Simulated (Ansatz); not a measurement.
`[NH2][Nb]([F])(=[S])[Cl]` + H–F → `[F][Nb]([F])(=[S])[Cl]` + NH₃ at 600 K and 1 bar (ligand exchange at the Nb–N bond).

Program: Ansatz. Geometries: PBE0-D4/def2-TZVP. ΔE: electronic, gas phase. CCSD(T)/CBS adds triple-zeta CCSD(T) − MP2 to the extrapolated MP2 energy (def2 sets, frozen cores). This one scheme is used for every species. Elements past krypton have def2 core potentials. For Nb outer-core shells are correlated without core-valence functions, which leaves a few kJ/mol of doubt a bond. Each species was taken in one conformer, which may not be the lowest.

| species | CCSD(T)/CBS energy (Eh) | H − E (kJ/mol) | S (J/(mol·K)) |
| --- | --- | --- | --- |
| `[NH2][Nb]([F])(=[S])[Cl]` | -1070.38350 | 138.3 | 446.1 |
| H–F | -100.39570 | 42.3 | 194.0 |
| `[F][Nb]([F])(=[S])[Cl]` | -1114.29003 | 68.8 | 420.6 |
| NH₃ | -56.50880 | 112.4 | 219.5 |

H − E and S are ideal-gas, rigid-rotor, harmonic terms from PBE0-D4/def2-TZVP, for one conformer and one mirror image of each species. 1 Eh = 2625.50 kJ/mol, R = 8.31446 J/(mol·K).

Problem. By hand: ΔE, ΔH, ΔS and ΔG.

Solution. ΔE = (-1114.29003) + (-56.50880) − (-1070.38350) − (-100.39570) = -0.01963 Eh = -51.5 kJ/mol. Δ(H − E) = 68.8 + 112.4 − 138.3 − 42.3 = 0.6, so ΔH = -50.9 kJ/mol. ΔS = 420.6 + 219.5 − 446.1 − 194.0 = 0.0 J/(mol·K). ΔG = -50.9 − 600 × (0.0)/1000 = -50.9 kJ/mol.

Problem. By hand: the equilibrium constant, and the temperature at which ΔG would vanish if ΔH and ΔS stayed fixed.

Solution. log₁₀ K = −ΔG/(RT ln 10) = 4.4. With ΔH or ΔS at zero there is no such temperature.

The number of gas molecules stays the same, so ΔS is small and ΔH decides. A doubt of 5 kJ/mol in ΔE shifts log₁₀ K by 0.4 here. Other conformers and mirror images would add mixing entropy, several J/(mol·K) or more a flexible species. These are equilibria of isolated gas molecules and say nothing of rates. Largest T1 diagnostic: 0.023 (customary marks: 0.02 for closed shells, 0.045 for open ones).

ΔS is within the doubt of such terms, so its sign, and with it that verdict, could turn.
